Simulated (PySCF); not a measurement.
Compound: C5H4NO (doublet state).
Numbering: `[H]/[N:1]=[C:2]/[c:3]1[cH:4][cH:5][cH:6][o:7]1` (hydrogens: H8 on N1; H9 on C4; H10 on C5; H11 on C6)

Structure used (GFN2-xTB), in Å, numbered top down from 1:
```xyz
11
C5H4NO angstrom
N      2.9346    0.5572   -0.0032
C      1.7513    0.4509   -0.2730
C      0.4379    0.2165   -0.0759
C     -0.2425   -1.0198   -0.0881
C     -1.6021   -0.7067    0.0220
C     -1.6979    0.6549    0.0795
O     -0.4742    1.2346    0.0127
H      3.6338    0.6868   -0.7310
H      0.2172   -1.9834   -0.1525
H     -2.4160   -1.4030    0.0542
H     -2.5367    1.3146    0.1692
```

The hyperfine couplings belong to this conformer and change with its torsions.

Theory: PySCF, UKS B3LYP, pcH-1 on C H N O, non-relativistic, mean-field spin-orbit, GIAO. One conformer (not necessarily the lowest) at the GFN2-xTB geometry, without solvent, vibrations or thermal averaging. The geometry wasn't refined by DFT: couplings that depend on bond lengths, twists or pyramidal angles can differ widely from those at the functional's own minimum. The frame is twisted about the C2–C3 bond at this geometry (dihedral N1–C2–C3–C4 = -84°); couplings at other torsion angles weren't computed. No stability test was run, so a lower SCF solution isn't excluded. ⟨S²⟩ is 0.773 where a pure state has 0.75.

Problem. The isotropic 1H couplings are +138.7, -25.1, -23.0, +6.0 MHz. Assign them to H8; H9; H10; H11.

Solution. 
```tsv
site	a_iso (MHz)	ρ(0) (bohr⁻³)	position	distance from C2 (Å)	bound to	spin population there	largest |T| (MHz)
H8	+138.7	+0.0310	2 bonds from C2	1.95	N1	+0.08	13.7
H9	-25.1	-0.0056	1 bond from C4	2.88	C4	+0.37	14.1
H10	+6.0	+0.0013	2 bonds from C6, on C5 of spin population -0.14	4.57	C5	-0.14	2.8
H11	-23.0	-0.0052	1 bond from C6	4.40	C6	+0.30	13.5
```

ρ(0) is the spin density at the nucleus and T the dipolar tensor. Largest spin populations (Mulliken): C2 (+0.46), C4 (+0.37), C6 (+0.30) and C3 (-0.15). Three atoms exceed +0.15. Main spin sites, with 60 % or more of the largest population: C2, C4, C6; positions count bonds from the nearest.

C2, the radical centre as drawn in `[H]/N=[C]/c1ccco1`, holds a spin population of +0.46 out of 1.
